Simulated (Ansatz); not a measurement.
Job for Ansatz (an electronic-structure program): U-B3LYP-D3(BJ)/def2-TZVP on F2Zr (SMILES [F][Zr][F]), 2S+1 = 3, a spin state set in the input, which need not be the lowest. Elements past Kr take the def2 small-core potentials; no spin–orbit coupling.

Ansatz 0.2 input:
```yaml
crystal:
  periodic: [false, false, false]
  atoms:
    - {symbol: Zr, position_ang: [0.30984921, 0.03564982, -0.05326551]}
    - {symbol: F, position_ang: [-0.43402367, 1.31481317, -1.17236586]}
    - {symbol: F, position_ang: [0.09100574, -1.30309139, 1.15521174]}
basis:
  gaussian:
    orbitals: def2-TZVP
hamiltonian:
  xc: b3lyp
  dispersion: d3bj
magnetization: {spin_polarized: true, initial_magnetization: 2}
relax: {f_tol: 0.005, max_steps: 120}
```

Program output:

```
WARN ansatz: RAYON_NUM_THREADS=1 ignored (pool sized by the plan → 1); use --threads N
Functional definition: B3LYP
integrals: 0.03 GiB planned
667 factors; their error is unknown
mean field: 0.34 GiB planned
mean field evaluation 1: about -6714.4913 eV, gradient 4.0e1 eV
mean field evaluation 2: about -6694.1882 eV, gradient 9.2e1 eV
mean field evaluation 4: about -6719.1407 eV, gradient 2.1e0 eV
mean field evaluation 8: about -6719.1964 eV, gradient 1.2e-1 eV
mean field evaluation 16: about -6719.1965 eV, gradient 9.6e-5 eV
mean field evaluation 32: about -6718.5747 eV, gradient 4.4e0 eV
mean field -6719.19653177 eV, -246.9259181075 hartree, gradient 4.7e-6 eV, S^2 2.001385; 3 other end points of the search recorded, 0 dependent functions left out
the calculation of the forces begins
reference -6719.19676709 eV, -246.9259267554 hartree; 16, 14 occupied and 86, 88 virtual orbitals, 667 factors
relax step   1: F+E_penalty+E_count = -6719.25289855 eV  Δ(F+E_penalty+E_count) = +0.000e0 eV  max|allowed force component| = 2.802e0 eV/Å  Δτ_max = 0.0000 Å  (84 SCF iters, accepted)
these checks for a lower state are left out or cut short: starts, cluster_reference, orbital_swaps, neighbouring_geometries, increment
integrals: 0.03 GiB planned
667 factors; their error is unknown
mean field: 0.33 GiB planned
mean field -6719.50442644 eV, -246.9372330280 hartree, gradient 9.4e-6 eV, S^2 2.001492; 0 other end points of the search recorded, 0 dependent functions left out
the calculation of the forces begins
reference -6719.50466410 eV, -246.9372417618 hartree; 16, 14 occupied and 86, 88 virtual orbitals, 667 factors
relax step   2: F+E_penalty+E_count = -6719.56036179 eV  Δ(F+E_penalty+E_count) = -3.075e-1 eV  max|allowed force component| = 2.847e-1 eV/Å  Δτ_max = 0.0783 Å  (56 SCF iters, accepted)
these checks for a lower state are left out or cut short: starts, cluster_reference, orbital_swaps, neighbouring_geometries, increment
integrals: 0.03 GiB planned
667 factors; their error is unknown
mean field: 0.33 GiB planned
mean field evaluation 64: about -6719.5120 eV, gradient 1.4e-6 eV
mean field -6719.51195537 eV, -246.9375097109 hartree, gradient 1.4e-6 eV, S^2 2.001496; 0 other end points of the search recorded, 0 dependent functions left out
the calculation of the forces begins
reference -6719.51219279 eV, -246.9375184362 hartree; 16, 14 occupied and 86, 88 virtual orbitals, 667 factors
relax step   3: F+E_penalty+E_count = -6719.56792071 eV  Δ(F+E_penalty+E_count) = -7.559e-3 eV  max|allowed force component| = 8.691e-2 eV/Å  Δτ_max = 0.0334 Å  (51 SCF iters, accepted)
these checks for a lower state are left out or cut short: starts, cluster_reference, orbital_swaps, neighbouring_geometries, increment
integrals: 0.03 GiB planned
667 factors; their error is unknown
mean field: 0.33 GiB planned
mean field -6719.51376413 eV, -246.9375761817 hartree, gradient 8.8e-6 eV, S^2 2.001486; 0 other end points of the search recorded, 0 dependent functions left out
the calculation of the forces begins
reference -6719.51400115 eV, -246.9375848922 hartree; 16, 14 occupied and 86, 88 virtual orbitals, 667 factors
relax step   4: F+E_penalty+E_count = -6719.56982107 eV  Δ(F+E_penalty+E_count) = -1.900e-3 eV  max|allowed force component| = 6.750e-2 eV/Å  Δτ_max = 0.0246 Å  (50 SCF iters, accepted)
these checks for a lower state are left out or cut short: starts, cluster_reference, orbital_swaps, neighbouring_geometries, increment
integrals: 0.03 GiB planned
667 factors; their error is unknown
mean field: 0.33 GiB planned
mean field -6719.51427396 eV, -246.9375949177 hartree, gradient 9.1e-6 eV, S^2 2.001475; 0 other end points of the search recorded, 0 dependent functions left out
the calculation of the forces begins
reference -6719.51451071 eV, -246.9376036180 hartree; 16, 14 occupied and 86, 88 virtual orbitals, 667 factors
relax step   5: F+E_penalty+E_count = -6719.57040358 eV  Δ(F+E_penalty+E_count) = -5.825e-4 eV  max|allowed force component| = 2.103e-3 eV/Å  Δτ_max = 0.0122 Å  (54 SCF iters, accepted)
integrals: 0.03 GiB planned
667 factors; their error is unknown
mean field: 0.33 GiB planned
mean field evaluation 96: about -6719.4430 eV, gradient 2.8e0 eV
mean field -6719.51427396 eV, -246.9375949177 hartree, gradient 9.1e-6 eV, S^2 2.001475; 4 other end points of the search recorded, 0 dependent functions left out
the calculation of the forces begins
reference -6719.51451071 eV, -246.9376036180 hartree; 16, 14 occupied and 86, 88 virtual orbitals, 667 factors
Total energy: -6719.57064033 eV, -246.9396663436 hartree
Atom 0 at     0.452874     0.058444    -0.079045 Å, force     0.002103    -0.000005    -0.000074 eV/Å
Atom 1 at    -0.505840     1.318911    -1.173357 Å, force    -0.000806    -0.001497     0.001373 eV/Å
Atom 2 at     0.019797    -1.329984     1.181983 Å, force    -0.001297     0.001503    -0.001299 eV/Å
Dipole moment:     0.336342     0.030933    -0.040298 e Å
```

The calculation finished and met its thresholds.

Cost: around 23 core-seconds (rough).
